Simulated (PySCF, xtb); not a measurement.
Al(F)(NHMe)(OH) (CH5AlFNO), SMILES [Al]([F])([NH]C)[OH]. The values are those of a single conformer.

Harmonic wavenumbers (cm⁻¹) from GFN2-xTB (xtb) at its own minimum, in rising order: 98, 105, 154, 188, 215, 274, 300, 361, 440, 608, 797, 941, 1026, 1107, 1131, 1310, 1414, 1486, 1495, 2918, 2941, 3028, 3399, 3790.

Q: What does PySCF with PBE-D3(BJ)/def2-SVP give at its own minimum? (Estimate from the structure and the level; the computed values follow.)

A: 108, 111, 153, 219, 262, 276, 313, 492, 580, 640, 856, 918, 1049, 1100, 1139, 1340, 1402, 1417, 1446, 2913, 2966, 3046, 3515, 3831. Paired by order, the mean absolute difference is 37 cm⁻¹ and the zero-point energies are 42.2 and 43.0 kcal/mol.
